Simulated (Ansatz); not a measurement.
H6N3NbO (`[NH2][Nb]([NH2])([NH2])=[O]`), relaxed with RKS PBE0-D4/def2-TZVP in Ansatz from a PBE-D4/def2-SVP geometry. The force threshold is 0.005 eV/Å; the program also tests the step.

Charge 0, multiplicity 1. Nb: def2 effective core potential.

Start:

```xyz
11

N     0.714   -1.548   -0.839
Nb   -0.163   -0.222    0.372
N     1.168    1.145    0.967
N    -1.686    0.668   -0.569
O    -0.771   -1.049    1.751
H     0.672   -2.564   -0.707
H     1.388   -1.342   -1.584
H     1.487    1.953    0.422
H     1.523    1.234    1.925
H    -1.692    0.997   -1.541
H    -2.640    0.727   -0.197
```

```json
{"step": "1", "energy (eV)": "-8165.3801", "largest force (eV/Å)": "0.813", "largest move (Å)": "0.000"}
{"step": "2", "energy (eV)": "-8165.4316", "largest force (eV/Å)": "0.358", "largest move (Å)": "0.031"}
{"step": "3", "energy (eV)": "-8165.4353", "largest force (eV/Å)": "0.053", "largest move (Å)": "0.011"}
{"step": "4", "energy (eV)": "-8165.4358", "largest force (eV/Å)": "0.009", "largest move (Å)": "0.025"}
{"step": "5", "energy (eV)": "-8165.4359", "largest force (eV/Å)": "0.012", "largest move (Å)": "0.009"}
{"step": "6", "energy (eV)": "-8165.4360", "largest force (eV/Å)": "0.013", "largest move (Å)": "0.017"}
{"step": "7", "energy (eV)": "-8165.4360", "largest force (eV/Å)": "0.006", "largest move (Å)": "0.009"}
{"step": "8", "energy (eV)": "-8165.4361", "largest force (eV/Å)": "0.007", "largest move (Å)": "0.006"}
{"step": "9", "energy (eV)": "-8165.4361", "largest force (eV/Å)": "0.002", "largest move (Å)": "0.002"}
```

End:

```xyz
11

N     0.718   -1.540   -0.827
Nb   -0.161   -0.219    0.367
N     1.151    1.147    0.965
N    -1.680    0.651   -0.571
O    -0.758   -1.032    1.731
H     0.703   -2.537   -0.667
H     1.316   -1.333   -1.614
H     1.533    1.897    0.406
H     1.463    1.244    1.920
H    -1.663    1.049   -1.499
H    -2.623    0.672   -0.211
```

Run time 18 s (4 threads of an Intel Xeon 6975P-C on a shared host); peak host memory 0.5 GiB.
